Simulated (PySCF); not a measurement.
Checking a proposed structure

A compound C₇H₉FSi gives the data below (simulated from a calculation) and was assigned the structure `C#C[Si@H]1[C@H](C(=C)C)[C@@H]1F`.

$^{13}$C{$^{1}$H} NMR (computed): δ 159.3 (CH), 142.2 (C), 101.4 (CH), 89.5 (C), 76.7 (CH), 24.1 (CH), 21.2 (CH3).

$^{1}$H NMR (400 MHz, computed): δ 6.49 (m, 1H), 5.80 (m, 1H), 5.00 (m, 1H), 4.68 (m, 1H), 2.91 (m, 1H), 2.06 (d, 3H), 1.76 (d, 1H).

No solvent model, single conformer, non-relativistic, one averaged value for each set of equivalent atoms. Coordinates at the GFN2-xTB level; GIAO PBE0/pcSseg-1 shieldings; PySCF 2.14.0 with density-fitted response routines.

Shifts are taken against calculated references (same method and geometry level): TMS for $^{1}$H (σref 31.72) and $^{13}$C (σref 186.93).

**Question.** Compare with the shifts computed for the proposed structure, pairing carbons in order of shift.

**Answer.** Mapped SMILES: `[CH:1]#[C:2][Si@H:3]1[C@H:4]([C:5](=[CH2:6])[CH3:7])[C@@H:8]1[F:9]`; H(Xn) means a hydrogen on atom n.

| atom | computed for proposal | given list | difference |
| --- | --- | --- | --- |
| C5 | 149.3 | 159.3 | -10.0 |
| C6 | 120.3 | 142.2 | -21.9 |
| C1 | 103.1 | 101.4 | +1.7 |
| C8 | 84.8 | 89.5 | -4.7 |
| C2 | 84.4 | 76.7 | +7.7 |
| C4 | 35.9 | 24.1 | +11.8 |
| C7 | 26.1 | 21.2 | +4.9 |

The rms difference is 10.9 ppm and the largest -21.9 ppm at C6 (terminal =CH2 carbon). The carbon types in order of shift don't match either: C, CH2, CH, CH, C, CH, CH3 for the proposal against CH, C, CH, C, CH, CH, CH3 in the data. The proposal doesn't fit.

**Question.** Which isomer fits?

**Answer.** `InChI=1S/C7H9FSi/c1-3-5-7(8)6(4-2)9-5/h1,4-5,7H,9H2,2H3/b6-4+/t5-,7-/m0/s1`.

- Carbon types of the structure: 2 × C, 4 × CH, 1 × CH3, leaving 2 H on heteroatoms.
- δC 142.2: fully substituted alkene carbon; the olefinic region.
- δC 101.4: allylic sp3 CH bonded to F; the inductive effect lowers its shielding.
- δC 89.5: alkyne carbon; the triple bond shields along its axis, which puts it between sp3 and sp2 carbons.
- δC 76.7: terminal alkyne carbon; sp carbons lie upfield of alkene carbons because the cylindrical π system leaves one tensor component strongly shielded.

This is the structure that produced the data.

Splittings by $^{19}$F in the carbon and heteronuclear signals aren't shown, as no couplings were computed. Shifts are as computed. Against solution values, carbons near 30 ppm lie about +3 ppm off and those near 130 ppm about +5 ppm. Of 1309 compounds with measured shifts, 239 miss one by over three times the rms of a fit or turn the order of signals round; such compounds aren't used in these exercises. No couplings were computed; multiplicities are counted from neighbouring protons, with m where these are inequivalent, close in shift, in a saturated or five-membered ring or joined by F or P, and br s for small geminal =CH2 splittings.
